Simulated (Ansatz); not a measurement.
```yaml
crystal:
  periodic: [false, false, false]
  atoms:
    - {symbol: C, position_ang: [-2.488207, -3.407465, -0.217412]}
    - {symbol: N, position_ang: [-1.197702, -1.214067, 0.617738]}
    - {symbol: Mo, position_ang: [-0.442324, 1.930417, 0.352741]}
    - {symbol: C, position_ang: [3.492681, 1.877254, -0.192008]}
    - {symbol: O, position_ang: [-1.724759, 3.005495, -2.331169]}
    - {symbol: Cl, position_ang: [-1.573351, 4.089757, 3.899855]}
    - {symbol: H, position_ang: [-3.877742, -3.998692, 1.196497]}
    - {symbol: H, position_ang: [-1.134447, -4.953202, -0.461509]}
    - {symbol: H, position_ang: [-3.453555, -3.077870, -2.020066]}
    - {symbol: H, position_ang: [4.136299, 3.822019, -0.476069]}
    - {symbol: H, position_ang: [4.362744, 1.089715, 1.510225]}
    - {symbol: H, position_ang: [4.045871, 0.732515, -1.814570]}
basis:
  gaussian: {orbitals: def2-mTZVPP}
hamiltonian: {xc: {name: revPBE}, dispersion: d3bj}
```

```sh
$ ansatz run in.yaml --threads 4 --pin off --events-out ev --progress --plain --max-ram 11315MiB
```

Output, abridged:

```
Functional definition: revPBE
1578 factors; their error is unknown
mean field evaluation 1: about -19897.9760 eV, gradient 1.8e2 eV
mean field evaluation 2: about -17737.7211 eV, gradient 7.2e2 eV
mean field evaluation 4: about -19172.2795 eV, gradient 4.2e2 eV
mean field evaluation 8: about -20039.4588 eV, gradient 3.1e1 eV
mean field evaluation 16: about -20045.6434 eV, gradient 3.1e-2 eV
mean field evaluation 32: about -20045.6298 eV, gradient 1.9e-6 eV
mean field -20045.62984671 eV, -736.6633094507 hartree, gradient 1.9e-6 eV, S^2 0.000000; 10 other end points of the search recorded, 0 dependent functions left out
reference -20045.62994283 eV, -736.6633129829 hartree; 32, 32 occupied and 144, 144 virtual orbitals, 1578 factors
Total energy: -20046.12355218 eV, -736.6814527921 hartree
```

What is wrong with this run?

The coordinates are in bohr but typed as ångström. The run converged. The result belongs to that input, not to the molecule as meant.
